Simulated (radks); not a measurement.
Task: Ionisation ladder of molybdenum, from Mo XI to Mo XVII. Each ion is in the ground configuration listed by NIST, and IE = E(next ion) - E(this ion). Method: Dirac Kohn-Sham, BLYP, spin-unpolarised, spherical densities, finite nucleus; open shells fill j = l - 1/2 first; Fermi nuclear charge, rms radius 4.4091 fm; computed with a radial shooting solver on a logarithmic mesh with Libxc functionals.

species      configuration  IE, Delta-SCF (eV)  <r> HOMO (bohr)
Mo XI    [Ar] 3d10 4s2 4p2                   ?             1.05
Mo XII   [Ar] 3d10 4s2 4p1              230.83             1.03
Mo XIII      [Ar] 3d10 4s2              281.51            0.975
Mo XIV       [Ar] 3d10 4s1              304.71            0.961
Mo XV            [Ar] 3d10              542.36            0.405
Mo XVI            [Ar] 3d9                   ?            0.397
Mo XVII           [Ar] 3d8                   ?            0.390

Estimate the withheld Delta-SCF values.

Result: Mo XI: 209.28 eV (NIST 209); Mo XVI: 595.34 eV (NIST 591); Mo XVII: 649.98 eV (NIST 646).

Beside tabulated values, note that spin-unpolarised runs miss the spin-polarisation part of the exchange energy of open shells.
